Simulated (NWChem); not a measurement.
System: C3H6BF; SMILES C=CCBF

The following NWChem deck was run.

```
start job
memory heap 200 mb stack 900 mb global 1100 mb
geometry units angstroms noautoz
  B     -0.421168     1.233312    -0.179438
  C      0.198216    -0.007166     0.549441
  C     -0.375450    -1.325488     0.137747
  C      0.314658    -2.342573    -0.381214
  H     -0.044956     0.184808     1.618128
  H      1.298529     0.007073     0.484094
  H     -1.460477    -1.436926     0.261326
  H      1.398015    -2.284487    -0.530393
  H     -0.178456    -3.272372    -0.676048
  F      0.307377     2.327931    -0.340040
  H     -1.565581     1.280033    -0.578004
end
basis spherical
  B library def2-svp
  C library def2-svp
  H library def2-svp
  F library def2-svp
end
dft
  xc xpbe96 cpbe96
  iterations 150
  mulliken
end
task dft energy
```

Parts of the log:

```
             Northwest Computational Chemistry Package (NWChem) 7.3.0
             --------------------------------------------------------

 C1  symmetry detected

                             Geometry "geometry" -> ""
                             -------------------------

 Output coordinates in angstroms (scale by  1.889725989 to convert to a.u.)

  No.       Tag          Charge          X              Y              Z
 ---- ---------------- ---------- -------------- -------------- --------------
    1 B                    5.0000    -0.40606821     1.24386434    -0.23788798
    2 C                    6.0000    -0.01215193    -0.00964445     0.61489130
    3 C                    6.0000    -0.41085268    -1.32209255     0.01900941
    4 C                    6.0000     0.42209802    -2.31709207    -0.29115272
    5 H                    1.0000    -0.56930939     0.15015386     1.56469055
    6 H                    1.0000     1.05631745     0.01804318     0.88464721
    7 H                    1.0000    -1.48049127    -1.44838316    -0.19288150
    8 H                    1.0000     1.49883515    -2.24344073    -0.10540187
    9 H                    1.0000     0.05785456    -3.24356197    -0.74236766
   10 F                    9.0000     0.31673309     2.35015391    -0.14600088
   11 H                    1.0000    -1.37802367     1.28945633    -0.96172689

 Effective nuclear repulsion energy (a.u.)     147.1677564238

  pbe96 is a nonlocal functional; adding pw91lda local functional.

                                 NWChem DFT Module
                                 -----------------

 Summary of "ao basis" -> "ao basis" (spherical)
 ------------------------------------------------------------------------------
       Tag                 Description            Shells   Functions and Types
 ---------------- ------------------------------  ------  ---------------------
 B                          def2-svp                 6       14   3s2p1d
 C                          def2-svp                 6       14   3s2p1d
 H                          def2-svp                 3        5   2s1p
 F                          def2-svp                 6       14   3s2p1d

            General Information
            -------------------
          SCF calculation type: DFT
          Wavefunction type:  closed shell.
          No. of atoms     :    11
          No. of electrons :    38
           Alpha electrons :    19
            Beta electrons :    19
          Charge           :     0
          Spin multiplicity:     1
          Use of symmetry is: off; symmetry adaption is: off
          Maximum number of iterations: 150
          AO basis - number of functions:   100
                     number of shells:    48
          Convergence on energy requested:  1.00D-06
          Convergence on density requested:  1.00D-05
          Convergence on gradient requested:  5.00D-04

              XC Information
              --------------
          PerdewBurkeErnzerhof Exchange Functional  1.000
            Perdew 1991 LDA Correlation Functional  1.000 local
           PerdewBurkeErnz. Correlation Functional  1.000 non-local

             Grid Information
             ----------------
          Grid used for XC integration:  medium
          Radial quadrature: Mura-Knowles
          Angular quadrature: Lebedev.
          Tag              B.-S. Rad. Rad. Pts. Rad. Cut. Ang. Pts.
          ---              ---------- --------- --------- ---------
          B                   0.85       49          11.0       434
          C                   0.70       49          11.0       434
          H                   0.35       45          12.0       434
          F                   0.50       49          13.0       434
          Grid pruning is: on
          Number of quadrature shells:   515
          Spatial weights used:  Erf1

      Superposition of Atomic Density Guess
      -------------------------------------

 Sum of atomic energies:        -239.66661167

      Non-variational initial energy
      ------------------------------

 Total energy =    -242.299105
 1-e energy   =    -616.853740
 2-e energy   =     227.386879
 HOMO         =      -0.300868
 LUMO         =       0.010289

     ---------------------------------------------
      Total Density - Mulliken Population Analysis
     ---------------------------------------------

    Atom       Charge   Shell Charges
 -----------   ------   -------------------------------------------------------
    1 B    5     4.43   1.99  0.85  0.20  1.08  0.19  0.11
    2 C    6     6.30   1.99  0.97  0.17  2.10  1.04  0.02
    3 C    6     6.14   1.99  0.97  0.27  1.91  0.97  0.04
    4 C    6     6.25   1.99  0.97  0.27  2.01  0.98  0.03
    5 H    1     0.85   0.64  0.18  0.03
    6 H    1     0.89   0.66  0.20  0.03
    7 H    1     0.90   0.67  0.21  0.02
    8 H    1     0.90   0.67  0.21  0.03
    9 H    1     0.89   0.67  0.20  0.03
   10 F    9     9.35   1.99  1.15  0.72  3.50  1.99  0.00
   11 H    1     1.10   0.72  0.37  0.01

   convergence    iter        energy       DeltaE   RMS-Dens  Diis-err
 ---------------- ----- ----------------- --------- --------- ---------
 d= 0,ls=0.0,diis     1   -242.0900955906 -3.89D+02  1.45D-02  5.81D-01
 d= 0,ls=0.0,diis     2   -241.9917174017  9.84D-02  9.06D-03  1.83D+00
 d= 0,ls=0.0,diis     3   -242.1550546648 -1.63D-01  2.40D-03  7.09D-02
 d= 0,ls=0.0,diis     4   -242.1592818202 -4.23D-03  1.18D-03  1.76D-02
 d= 0,ls=0.0,diis     5   -242.1611212156 -1.84D-03  4.94D-04  4.07D-03
  Resetting Diis
 d= 0,ls=0.0,diis     6   -242.1616584890 -5.37D-04  1.19D-04  1.82D-04
 d= 0,ls=0.0,diis     7   -242.1616847148 -2.62D-05  5.11D-05  7.45D-06
 d= 0,ls=0.0,diis     8   -242.1616836167  1.10D-06  2.92D-05  1.67D-05
 d= 0,ls=0.0,diis     9   -242.1616856948 -2.08D-06  5.77D-06  5.32D-07
 d= 0,ls=0.0,diis    10   -242.1616857424 -4.76D-08  1.11D-06  2.01D-08

         Total DFT energy =     -242.161685742420
      One electron energy =     -621.147110705044
           Coulomb energy =      264.485134275937
    Exchange-Corr. energy =      -32.667465737129
 Nuclear repulsion energy =      147.167756423816

 Numeric. integr. density =       38.000006924552

                       DFT Final Molecular Orbital Analysis
                       ------------------------------------

 Vector   17  Occ=2.000000D+00  E=-3.051319D-01
              MO Center= -3.3D-02, -1.4D+00, -2.0D-02, r^2= 3.0D+00
   Bfn.  Coefficient  Atom+Function         Bfn.  Coefficient  Atom+Function
  ----- ------------  ---------------      ----- ------------  ---------------
    67      0.296412   7 H  s                32     -0.264042   3 C  px
    72      0.246543   8 H  s                46      0.227849   4 C  px
    77     -0.216359   9 H  s                68      0.183840   7 H  s
    19      0.180989   2 C  py               62      0.174408   6 H  s
    18      0.169986   2 C  px               73      0.163614   8 H  s

 Vector   18  Occ=2.000000D+00  E=-2.801332D-01
              MO Center= -3.7D-01,  7.5D-01, -2.2D-01, r^2= 3.4D+00
   Bfn.  Coefficient  Atom+Function         Bfn.  Coefficient  Atom+Function
  ----- ------------  ---------------      ----- ------------  ---------------
    96      0.293910  11 H  s                97      0.267463  11 H  s
    87     -0.227169  10 F  pz               85     -0.219389  10 F  px
    19     -0.216413   2 C  py                6      0.198349   1 B  pz
     4      0.192066   1 B  px               34      0.188743   3 C  pz
    90      0.156261  10 F  pz               88      0.147595  10 F  px

 Vector   19  Occ=2.000000D+00  E=-2.236070D-01
              MO Center=  1.2D-02, -1.4D+00, -5.4D-02, r^2= 2.8D+00
   Bfn.  Coefficient  Atom+Function         Bfn.  Coefficient  Atom+Function
  ----- ------------  ---------------      ----- ------------  ---------------
    48      0.370354   4 C  pz               34      0.310712   3 C  pz
    51      0.256791   4 C  pz               37      0.201206   3 C  pz
    20     -0.158432   2 C  pz               47     -0.148123   4 C  py
    33     -0.146537   3 C  py               57     -0.139348   5 H  s
     5      0.135054   1 B  py               17      0.116056   2 C  s

 Vector   20  Occ=0.000000D+00  E=-5.503744D-02
              MO Center= -3.6D-01,  1.1D+00, -1.8D-01, r^2= 2.4D+00
   Bfn.  Coefficient  Atom+Function         Bfn.  Coefficient  Atom+Function
  ----- ------------  ---------------      ----- ------------  ---------------
     6      0.467059   1 B  pz                9     -0.423875   1 B  pz
     4     -0.336597   1 B  px               58      0.322380   5 H  s
     7      0.307042   1 B  px               87     -0.210713  10 F  pz
    90      0.192598  10 F  pz                5      0.181074   1 B  py
    57      0.178856   5 H  s                 8     -0.166013   1 B  py

 Vector   21  Occ=0.000000D+00  E=-1.883156D-02
              MO Center= -8.9D-03, -1.6D+00, -1.0D-01, r^2= 2.6D+00
   Bfn.  Coefficient  Atom+Function         Bfn.  Coefficient  Atom+Function
  ----- ------------  ---------------      ----- ------------  ---------------
    51     -0.543929   4 C  pz               37      0.540825   3 C  pz
    34      0.417804   3 C  pz               48     -0.380276   4 C  pz
    36     -0.269792   3 C  py               17      0.247578   2 C  s
    50      0.231024   4 C  py               33     -0.188630   3 C  py
    58     -0.167710   5 H  s                47      0.163577   4 C  py

 Vector   22  Occ=0.000000D+00  E= 4.911666D-02
              MO Center= -3.4D-01, -1.7D-01,  8.7D-01, r^2= 6.2D+00
   Bfn.  Coefficient  Atom+Function         Bfn.  Coefficient  Atom+Function
  ----- ------------  ---------------      ----- ------------  ---------------
    17      2.042333   2 C  s                58     -1.289079   5 H  s
     3     -1.131581   1 B  s                63     -0.660811   6 H  s
    45      0.560132   4 C  s                78     -0.553911   9 H  s
    68     -0.543156   7 H  s                23      0.490036   2 C  pz
    97      0.461520  11 H  s                73     -0.367192   8 H  s

     ---------------------------------------------
      Total Density - Mulliken Population Analysis
     ---------------------------------------------

    Atom       Charge   Shell Charges
 -----------   ------   -------------------------------------------------------
    1 B    5     4.90   1.98  0.84  0.16  1.50  0.29  0.13
    2 C    6     6.00   1.98  0.91  0.10  2.16  0.82  0.02
    3 C    6     6.10   1.99  0.92  0.26  2.07  0.84  0.03
    4 C    6     6.05   1.98  0.90  0.23  2.08  0.84  0.02
    5 H    1     0.94   0.72  0.19  0.03
    6 H    1     0.97   0.73  0.21  0.02
    7 H    1     0.98   0.75  0.21  0.02
    8 H    1     0.98   0.74  0.22  0.02
    9 H    1     0.97   0.74  0.21  0.02
   10 F    9     9.05   1.99  1.14  0.71  3.36  1.84  0.01
   11 H    1     1.06   0.74  0.31  0.01

     -------------------------------------------
      Total Density - Lowdin Population Analysis
     -------------------------------------------

    Atom       Charge   Shell Charges
 -----------   ------   -------------------------------------------------------
    1 B    5     5.03   1.96  0.55  0.27  1.35  0.58  0.32
    2 C    6     6.12   1.96  0.58  0.30  1.94  1.26  0.07
    3 C    6     6.02   1.97  0.61  0.30  1.88  1.18  0.09
    4 C    6     6.08   1.97  0.60  0.32  1.87  1.25  0.07
    5 H    1     0.92   0.61  0.25  0.07
    6 H    1     0.95   0.62  0.26  0.07
    7 H    1     0.97   0.63  0.27  0.07
    8 H    1     0.98   0.63  0.28  0.07
    9 H    1     0.97   0.63  0.27  0.07
   10 F    9     8.92   1.98  0.98  0.70  3.19  2.05  0.01
   11 H    1     1.05   0.65  0.37  0.03

     Multipole analysis of the density
     ---------------------------------

     L   x y z        total         alpha         beta         nuclear
     -   - - -        -----         -----         ----         -------
     0   0 0 0     -0.000000    -19.000000    -19.000000     38.000000

     1   1 0 0     -0.100710     -0.050355     -0.050355     -0.000000
     1   0 1 0     -0.200103     -0.100051     -0.100051     -0.000000
     1   0 0 1      0.210893      0.105446      0.105446      0.000000

     2   2 0 0    -21.846193    -31.618484    -31.618484     41.390774
     2   1 1 0     -0.447962      2.782427      2.782427     -6.012816
     2   1 0 1     -0.430167     -1.449473     -1.449473      2.468779
     2   0 2 0    -24.847663   -225.765876   -225.765876    426.684089
     2   0 1 1      1.047334     -1.669528     -1.669528      4.386389
     2   0 0 2    -22.712842    -25.657343    -25.657343     28.601845
```

Level: PBE/def2-SVP. All runs use the structure optimised with PBE0/def2-SVP.
